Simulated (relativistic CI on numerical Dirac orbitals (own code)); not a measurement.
Tc38+: sensitivity of the levels to the model

Base calculation: Dirac-Coulomb-Breit CI, separate exchange-only KLI orbitals for each configuration, model QED, unscaled Slater integrals.

CI space (outside the closed core 1s2): 2s2 2p, 2s 2p2, 2p3, 2p2 3s, 2p2 3p, 2p2 3d, 2s2 3s, 2s2 3p, 2s2 3d, 2s 2p 3s, 2s 2p 3p, 2s 2p 3d, 2s2 4s, 2s2 4p, 2s2 4d, 2s2 4f, 2s 2p 4s, 2s 2p 4p, 2s 2p 4d, 2s 2p 4f, 2s2 5s, 2s2 5p, 2s2 5d, 2s2 5f, 2s2 5g, 2s 3s2, 2s 3s 3p, 2s 3s 3d, 2s 3p2, 2s 3p 3d, 2s 2p 5s, 2s 2p 5p, 2p 3s2, 2s 2p 5d, 2s 2p 5f, 2s 2p 5g. Levels of other configurations are missing.

The lowest level and the first level of each name with at least 55 % of one term (blank where a level has no safe partner in the second run):

```tsv
Level	Base (eV)	Shift (eV)
2s2 2p 2P°_1/2	0.00	0.00
2s 2p2 4P_1/2	115.23	+0.07
2s2 2p 2P°_3/2	132.39	+0.03
2s 2p2 4P_3/2	214.32	+0.07
2s 2p2 2D_3/2	278.90	+0.07
2s 2p2 2P_1/2	283.84	+0.06
2s 2p2 2S_1/2	422.90	+0.06
2s 2p2 2P_3/2	424.33	+0.07
2p3 2D°_5/2	534.48	+0.19
2p3 2P°_1/2	564.80	+0.19
2s2 3s 2S_1/2	3118.12	+0.20
2s2 3p 2P°_1/2	3160.17	+0.15
2s2 3p 2P°_3/2	3196.29	+0.13
2s 2p 3s 4P°_1/2	3200.16	+0.14
```

At this charge energies of transitions that change n are usually good to better than 1 %, and those within a shell (Δn = 0) to a few per cent.

One thing was changed in a second run, which moved the levels as shown. Which?
A. Breit term removed
B. configuration mixing switched off
C. one mean potential for all configurations
D. QED terms removed
E. only the first 3 configurations

C. One mean potential for all configurations. One potential for all configurations removes the relaxation of the orbitals, which moves whole configurations and changes the integrals a little.

LS names give the leading component of a level, which can be under half, so a name can repeat, a term be missing and a line seem to break the LS rules.
